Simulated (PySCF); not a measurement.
The numbers below are computed, except where a source is named.
# SiHOF2

SiHOF2 is a small molecule (built as: Si site whose three back bonds go to OH, F, F), neutral, doublet. The structure, one conformer, was relaxed in the gas phase by PBE0-D3(BJ)/def2-SVP. No frequency run checks that it is a minimum.

SMILES: O[Si](F)F

```xyz
5

Si   -0.450    0.123    0.374
O     1.144    0.020   -0.018
F    -1.314   -0.980   -0.438
F    -0.931    1.571   -0.142
H     1.612   -0.790    0.207
```
(Å; atoms numbered from 1)

EPR values by unrestricted B3LYP, IGLO-III on F O Si, pcH-1 on H.

(1) Predict g and the largest hyperfine couplings. Where does the spin sit?

(2) How do the isotropic couplings move with BHandHLYP?

Answers

(1) g = 1.9999, 2.0006, 2.0018. The spin sits on Si1 (90 %, bonded to 2 F + 1 O) by Mulliken populations.
| atom | isotope | isotropic (MHz) | dipolar, principal values (MHz) |
| --- | --- | --- | --- |
| Si1 | 29Si | -1260.5 | -111.1, 55.0, 56.1 |
| F3 | 19F | 372.4 | -136.3, -129.5, 265.9 |
| F4 | 19F | 332.7 | -124.9, -119.3, 244.3 |
| O2 | 17O | -42.2 | -37.8, 18.3, 19.5 |
| H5 | 1H | -8.4 | -11.3, -3.8, 15.2 |

(2) Si1 -1260.5 to -1297.6 MHz, F3 372.4 to 394.2 MHz, F4 332.7 to 349.1 MHz, O2 -42.2 to -46.0 MHz.
